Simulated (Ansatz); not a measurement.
C2H4BF2N, SMILES C=C(F)B(N)F.

The structure is a stationary point at PBE0-D3(BJ)/def2-SVP. This is a generated structure with no PubChem entry under its InChIKey; it may be hypothetical. The values are those of a single conformer.

Two levels are set side by side: PBE/def2-TZVPD (Ansatz, an electronic-structure program) and CAM-B3LYP/def2-TZVPD (Ansatz). Energy differences of separate SCF runs at the same geometry; the states with an electron removed or added have multiplicity 2 and 2. Differences are taken from unrounded values.

```tsv
quantity	CAM-B3LYP
vertical ionisation energy (eV)	9.99
vertical singlet–triplet gap (eV)	3.87
```

Q: What does PBE give, and how far is it from CAM-B3LYP? (An estimate is asked for; the answer gives what the named calculation found.)

A: 
| quantity | PBE | PBE minus CAM-B3LYP |
|---|---|---|
| vertical ionisation energy (eV) | 9.56 | -0.43 |
| vertical singlet–triplet gap (eV) | 3.85 | -0.01 |
